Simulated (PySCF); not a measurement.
Species: `C=C(C#N)c1nsnc1C`. The columns A, B, C and D hold Mulliken, IAO, Hirshfeld and ESP-fitted charges (e) of one PBE0/pcSseg-1 density (PySCF), in a shuffled order. Coordinates in Å (GFN2-xTB); the density's dipole moment is (1.16, 1.20, 1.27) D.

```csv
atom,x,y,z,A,B,C,D
C1,2.510,-0.447,0.216,-0.093,-0.234,-0.042,+0.090
C2,1.203,-0.433,-0.082,-0.453,-0.051,+0.008,-0.340
C3,0.695,-1.425,-0.959,+0.518,+0.135,+0.088,+0.087
N4,0.336,-2.247,-1.672,-0.480,-0.231,-0.201,-0.231
C5,0.289,0.565,0.459,+0.455,+0.063,+0.034,+0.204
N6,0.757,1.526,1.241,-0.427,-0.467,-0.179,-0.515
S7,-0.452,2.490,1.699,+0.347,+0.708,+0.258,+0.558
N8,-1.627,1.703,0.906,-0.439,-0.461,-0.190,-0.484
C9,-1.123,0.673,0.262,+0.291,+0.100,+0.056,+0.021
C10,-2.005,-0.209,-0.542,-0.461,-0.439,-0.118,-0.129
H11,3.172,-1.191,-0.194,+0.158,+0.177,+0.068,+0.139
H12,2.921,0.296,0.877,+0.129,+0.186,+0.060,+0.141
H13,-3.030,0.144,-0.460,+0.156,+0.174,+0.056,+0.148
H14,-1.947,-1.236,-0.186,+0.149,+0.169,+0.051,+0.155
H15,-1.704,-0.200,-1.588,+0.150,+0.170,+0.051,+0.156
```

Question: Which column most likely holds the ESP-fitted charges?

Answer: A. Σ q r misses the density's dipole by 0.02 D (A), 0.56 D (C), 1.18 D (D), 1.70 D (B). Charges fitted to the outside potential are the only set here that is tied to the molecule's multipoles.

Question: And the Hirshfeld charges?

Answer: C. The mean sizes are 0.097 e (C), 0.227 e (D), 0.251 e (B), 0.314 e (A), and Hirshfeld charges are commonly the smallest of these schemes.

As computed, A = ESP-fitted, B = IAO, C = Hirshfeld, D = Mulliken. Hydrogens on carbon: ESP-fitted +0.13 to +0.16, IAO +0.17 to +0.19, Hirshfeld +0.05 to +0.07, Mulliken +0.14 to +0.16 e.

The Mulliken scheme counts on each atom the diagonal of the density matrix times the overlap matrix over that atom's basis functions. The ESP scheme fits charges at the nuclei, held to the total charge, to the electrostatic potential on points at 1.4 to 2.0 times the van der Waals radii.

Geometry: GFN2-xTB, one conformer, isolated molecule.

Conformer computed: `[CH2:1]=[C:2]([C:3]#[N:4])[c:5]1[n:6][s:7][n:8][c:9]1[CH3:10]`: C1–C2–C5–N6 2°.
